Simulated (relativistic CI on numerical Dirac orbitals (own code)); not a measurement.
## Hyperfine structure of Eu⁵¹⁺, mass number 151

Computed by Dirac-Coulomb-Breit CI, orbitals from a KLI potential per configuration, a model potential for QED, unscaled Slater integrals (own radial code, finite nucleus).

Configuration list (outside the closed core [Ne]): 3s², 3s3p, 3p², 3s3d, 3d², 3p3d, 3p4s, 3d4s, 3s4s, 3s4p, 3s4d, 3s4f, 3s5s, 3s5p, 3s5d, 4s². Levels of other configurations are missing.

Nuclear spin I = 5/2, μ = 3.4635 μN, Q = 0.903 b (tables of Stone and Pyykkö). The electronic factors are computed for point nuclear moments, without core polarisation or the Bohr-Weisskopf and QED corrections.

| Level | E (10³ cm⁻¹) | A (GHz) | B (GHz) |
| --- | --- | --- | --- |
| 3s3p ³P°1 | 972.3 | 2641 | -38.2 |
| 3s3p ³P°2 | 2270.7 | 1155 | 226 |
| 3s3p ¹P°1 | 2524.8 | -751.2 | 149 |
| 3p² ¹D2 | 3399.7 | 493 | 202 |
| 3p² ³P1 | 3409.3 | -107 | 113 |
| 3s3d ³D1 | 3688.2 | -905.7 | 20.1 |
| 3s3d ³D2 | 3753.3 | 893.7 | 35.5 |
| 3s3d ³D3 | 4004.3 | 713.2 | 51.4 |

Levels with J = 0, under 50 % of one LS term, or S terms without an open s electron are left out. Small factors come from cancelling terms and can be off by tens of per cent or more.

At this charge energies of transitions that change n are usually good to better than 1 %, and those within a shell (Δn = 0) to a few per cent.

Question: Give the hyperfine levels of 3s3p ³P°1 relative to its centre of gravity.

Answer: With K = F(F + 1) − I(I + 1) − J(J + 1), E = AK/2 + B[¾K(K + 1) − I(I + 1)J(J + 1)]/[2I(2I − 1)J(2J − 1)]: F = 3/2: -9271, F = 5/2: -2611, F = 7/2: 6594 GHz.

LS names give the leading component of a level, which can be under half, so a name can repeat, a term be missing and a line seem to break the LS rules.
